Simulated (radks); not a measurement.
Results of a calculation; reference values are marked as such.
Task: Radial electron density D(r) = 4 pi r^2 rho(r) of an atom or ion with 27 electrons. Code: a radial shooting solver on a logarithmic mesh with Libxc functionals. Model: Dirac Kohn-Sham, PBE, spin-unpolarised, spherical densities, point nucleus.

```
   r/bohr * D(r) (the largest magnitude, 35.9, reaches the edge; | marks zero)
 0.001854 |*
 0.002433 | *
 0.003219 | *
 0.004225 |   *
 0.005546 |     *
 0.007338 |         *
 0.009632 |              *
  0.01264 |                     *
  0.01673 |                              *
  0.02196 |                                      *
  0.02882 |                                              *
  0.03813 |                                                 *
  0.05005 |                                               *
  0.06623 |                                         *
  0.08693 |                                      *
   0.1141 |                                           *
    0.151 |                                                     *
   0.1982 |                                                      *
   0.2601 |                                         *
   0.3442 |                         *
   0.4517 |                      *
   0.5929 |                           *
   0.7845 |                         *
     1.03 |                *
    1.352 |       *
    1.788 |   *
    2.347 | *
    3.081 |*
    4.077 *
    5.351 *
    7.024 *
    9.294 *
```

What is the nuclear charge?

Result: Z = 27. The innermost maximum, from 1s, lies near gamma/Z bohr with gamma = sqrt(1 - (Z/c)^2) = 0.980, here 0.0363 bohr (found: 0.0391), and its height grows with Z. The density is that of neutral cobalt in [Ar] 3d8 4s1; the configuration itself is not fixed sharply by these data, and Z only to about a unit. D(r) has 3 maxima, at r = 0.0391, 0.179, 0.663 bohr, and minima at 0.0855, 0.420 bohr, inside which lie 2.12, 10.76 electrons.
